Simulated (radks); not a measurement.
Tl2+, configuration [Xe] 4f14 5d9 6s1 5f1 (not the ground configuration). Method: scalar-relativistic Kohn-Sham, PBEsol, spin-unpolarised, spherical densities, finite nucleus; Fermi nuclear charge, rms radius 5.4759 fm; computed with a radial shooting solver on a logarithmic mesh with Libxc functionals.

X-ray form factor f0, the Fourier transform of the density (f0(0) = 79):

| sin(theta)/lambda (1/angstrom) | f0 (electrons) |
|---|---|
| 0.05 | 77.855 |
| 0.1 | 75.331 |
| 0.15 | 72.206 |
| 0.2 | 68.619 |
| 0.25 | 64.811 |
| 0.3 | 61.035 |
| 0.4 | 54.112 |
| 0.5 | 48.272 |
| 0.6 | 43.407 |
| 0.8 | 35.693 |
| 1 | 29.634 |
| 1.25 | 23.752 |
| 1.5 | 19.612 |
| 2 | 15.058 |
